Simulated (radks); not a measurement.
Task: Species: neutral iridium. Configuration: [Xe] 4f14 5d7.5 6s1.5 (fractional occupations, a model configuration). Method: scalar-relativistic Kohn-Sham, r2SCAN, spin-polarised, spherical densities, finite nucleus; open shells are filled with parallel spins first (spin-orbit coupling, left out, can overturn this in heavy ions); meta-GGA in the generalised Kohn-Sham scheme; Fermi nuclear charge, rms radius 5.4032 fm; computed with a radial shooting solver on a logarithmic mesh with Libxc functionals. Some entries of the table are withheld. Estimate them.

orbital  occ.  eigenvalue (hartree)  <1/r> (bohr^-1)  <r> (bohr)
1s down     1             -2800.195            92.15     0.01744
1s up       1             -2800.195            92.15     0.01744
2s up       1             -490.8240            21.61     0.07360
2s down     1             -490.8158            21.61     0.07360
2p up       3             -426.3546            19.36     0.06624
2p down     3             -426.3482            19.36     0.06624
3s up       1             -115.1487            8.018      0.1903
3s down     1             -115.1476            8.018      0.1903
3p up       3             -96.21111            7.346      0.1912
3p down     3             -96.20937            7.346      0.1912
3d up       5             -75.31287            6.916      0.1733
3d down     5             -75.30794            6.916      0.1733
4s up       1             -24.75299            3.415      0.4233
4s down     1             -24.74594            3.414      0.4234
4p up       3             -18.51437            3.095      0.4502
4p down     3             -18.50814            3.094      0.4502
4d up       5             -10.80964            2.765      0.4784
4d down     5             -10.80214            2.765      0.4783
5s up       1              -3.64837            1.366      0.9843
5s down     1              -3.59841            1.373      0.9798
4f up       7              -2.26395            2.313      0.5359
4f down     7              -2.25231            2.317      0.5344
5p up       3                   (1)            1.156         (2)
5p down     3                   (3)            1.165         (4)
5d up       5              -0.26933           0.7661       1.730
6s up       1              -0.24817           0.4466         (5)
5d down   2.5              -0.19053           0.7590       1.771
6s down   0.5              -0.18854           0.4162         (6)

Result: 
(1) 5p up eigenvalue (hartree): -2.04729
(2) 5p up <r> (bohr): 1.142
(3) 5p down eigenvalue (hartree): -1.98250
(4) 5p down <r> (bohr): 1.134
(5) 6s up <r> (bohr): 2.852
(6) 6s down <r> (bohr): 3.050
